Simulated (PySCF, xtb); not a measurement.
C3H3BrClF, SMILES C(/C)(Br)=C(\Cl)F.

xtb with GFN2-xTB at its own geometry gives an orbital gap of 4.11 eV and a dipole moment of 2.02 D.

Geometry: B3LYP-D3(BJ)/def2-SVP. The structure was generated by enumeration; whether it is a known compound was not checked.

### Question
What does PBE/def2-TZVP run with PySCF give? (An estimate is asked for; the answer gives what the named calculation found.)

### Answer
gap 4.48 eV (levels -5.91 and -1.43 eV), dipole 1.26 D.
